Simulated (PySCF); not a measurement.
# Radial density of F(2+) (fluorine, charge +2)

UHF, [He] 2s2 2p3, high-spin 4S determinant. Computed with PySCF 2.14 in aug-cc-pVTZ, with the non-relativistic Hamiltonian (point nucleus).

```tsv
r (bohr)	4πr²ρ (e/bohr)	4πr²(ρα − ρβ)
0.00324	0.05627	0.0000
0.00546	0.1536	0.0000
0.00918	0.4052	0.0001
0.0154	1.026	0.0004
0.0260	2.402	0.0016
0.0437	4.960	0.0067
0.0735	8.265	0.0329
0.124	9.724	0.1623
0.208	6.754	0.6425
0.350	3.814	1.8928
0.588	5.198	3.1725
0.989	4.138	2.3042
1.66	0.8448	0.4680
2.80	0.02271	0.0121
4.71	1.451e-05	0.0000
```
